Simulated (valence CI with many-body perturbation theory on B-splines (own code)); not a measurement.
**Energy levels of Mn¹¹⁺**

Method: valence CI with perturbative core correlation (CI+MBPT): four valence electrons over a frozen Dirac-Fock core [Ne], radial functions for each j: 9 s, 9 p, 8 d, 6 f, 3 g, 1 h, with the one-electron correlation potential Σ1, the two-electron term Σ2, the three-electron term Σ3, Breit, model QED; selected CI, second order for the rest, scaled by the run's own slope (own B-spline code, finite nucleus).

No measured levels were compared; by estimate levels of excited configurations hold to 0.05 to 0.15 % of their energy, terms of the ground configuration to about 0.5 %.

Levels 1 to 36 of 36, with energies above the lowest level, 3s2 3p2 3P_0. "Leading %" is the weight of the configuration and term that name the level; weights of strongly mixed levels are sums over their largest components and can fall short, so below about 35 % the name and the second component can differ from the true leading terms, or belong to a minority configuration. Lifetimes count E1, E2, E3, M1 and M2 decay at the calculated energies, and are blank where another channel may lead or the interval is too uncertain; long ones can be off by a factor of two.

| No. | Configuration | Term | J | E (cm⁻¹) | Leading % | Lifetime | g | Second component |
| --- | --- | --- | --- | --- | --- | --- | --- | --- |
| 1 | 3s2 3p2 | 3P | 0 | 0 | 94 |  |  |  |
| 2 | 3s2 3p2 | 3P | 1 | 7224 | 97 | 151 ms | 1.500 |  |
| 3 | 3s2 3p2 | 3P | 2 | 15043 | 90 | 166 ms | 1.466 | 7 % 3s2 3p2 1D |
| 4 | 3s2 3p2 | 1D | 2 | 42305 | 90 | 10.8 ms | 1.034 | 7 % 3s2 3p2 3P |
| 5 | 3s2 3p2 | 1S | 0 | 83145 | 93 | 1.47 ms |  |  |
| 6 | 3s 3p3 | 5S° | 2 | 195820 | 98 | 110 ns | 1.997 |  |
| 7 | 3s 3p3 | 3D° | 1 | 264400 | 85 | 683 ps | 0.525 | 10 % 3s2 3p 3d 3D° |
| 8 | 3s 3p3 | 3D° | 2 | 264530 | 84 | 732 ps | 1.181 | 10 % 3s2 3p 3d 3D° |
| 9 | 3s 3p3 | 3D° | 3 | 266590 | 88 | 819 ps | 1.333 | 10 % 3s2 3p 3d 3D° |
| 10 | 3s 3p3 | 3P° | 0 | 303160 | 89 | 271 ps |  | 9 % 3s2 3p 3d 3P° |
| 11 | 3s 3p3 | 3P° | 1 | 303660 | 86 | 272 ps | 1.477 | 9 % 3s2 3p 3d 3P° |
| 12 | 3s 3p3 | 3P° | 2 | 304100 | 80 | 298 ps | 1.469 | 9 % 3s2 3p 3d 3P° |
| 13 | 3s 3p3 | 1D° | 2 | 334030 | 54 | 199 ps | 1.019 | 39 % 3s2 3p 3d 1D° |
| 14 | 3s 3p3 | 3S° | 1 | 386070 | 77 | 19.1 ps | 1.807 | 17 % 3s 3p3 1P° |
| 15 | 3s2 3p 3d | 3F° | 2 | 399220 | 96 | 2.47 ns | 0.669 |  |
| 16 | 3s2 3p 3d | 3F° | 3 | 404710 | 96 | 4.21 ns | 1.084 |  |
| 17 | 3s 3p3 | 1P° | 1 | 405200 | 69 | 27.7 ps | 1.189 | 18 % 3s 3p3 3S° |
| 18 | 3s2 3p 3d | 3F° | 4 | 412740 | 97 |  | 1.250 |  |
| 19 | 3s2 3p 3d | 3P° | 2 | 452670 | 43 | 21.4 ps | 1.256 | 24 % 3s2 3p 3d 1D° |
| 20 | 3s2 3p 3d | 3P° | 1 | 460150 | 62 | 21.1 ps | 1.222 | 24 % 3s2 3p 3d 3D° |
| 21 | 3s2 3p 3d | 1D° | 2 | 462870 | 32 | 20.0 ps | 1.186 | 29 % 3s2 3p 3d 3P° |
| 22 | 3s2 3p 3d | 3P° | 0 | 464870 | 87 | 23.9 ps |  | 9 % 3s 3p3 3P° |
| 23 | 3s2 3p 3d | 3D° | 1 | 470100 | 61 | 17.1 ps | 0.781 | 24 % 3s2 3p 3d 3P° |
| 24 | 3s2 3p 3d | 3D° | 2 | 472440 | 71 | 16.9 ps | 1.221 | 14 % 3s2 3p 3d 3P° |
| 25 | 3s2 3p 3d | 3D° | 3 | 472660 | 86 | 16.3 ps | 1.330 | 10 % 3s 3p3 3D° |
| 26 | 3s2 3p 3d | 1F° | 3 | 517850 | 95 | 15.1 ps | 1.002 |  |
| 27 | 3s2 3p 3d | 1P° | 1 | 530790 | 85 | 19.2 ps | 0.996 | 9 % 3s 3p3 1P° |
| 28 | 3p4 | 3P | 2 | 557720 | 55 | 132 ps | 1.453 | 31 % 3s 3p2 3d 3P |
| 29 | 3p4 | 3P | 1 | 567880 | 59 | 127 ps | 1.500 | 38 % 3s 3p2 3d 3P |
| 30 | 3p4 | 3P | 0 | 570430 | 57 | 124 ps |  | 37 % 3s 3p2 3d 3P |
| 31 | 3p4 | 1D | 2 | 578770 | 59 | 201 ps | 1.046 | 25 % 3s 3p2 3d 1D |
| 32 | 3s 3p2 3d | 5F | 1 | 587310 | 98 | 19.5 ns | 0.014 |  |
| 33 | 3s 3p2 3d | 5F | 2 | 589120 | 97 | 22.9 ns | 1.011 |  |
| 34 | 3s 3p2 3d | 5F | 3 | 591960 | 96 | 33.2 ns | 1.258 |  |
| 35 | 3s 3p2 3d | 5F | 4 | 595950 | 96 | 130 ns | 1.354 |  |
| 36 | 3s 3p2 3d | 5F | 5 | 601090 | 99 | 131 ns | 1.399 |  |

Names give the largest LS component (configuration and term), which can be under half, so a name can repeat, a term be missing and a line seem to break the LS rules; names also repeat where a configuration has a term twice.

The ionisation energy to 3s2 3p 2P°_1/2 of the next ion comes out as 313.23 eV (NIST: 314.4 ± 0.6 eV (semi-empirical)). All 36 levels together are meant to be complete up to 601890 cm⁻¹.
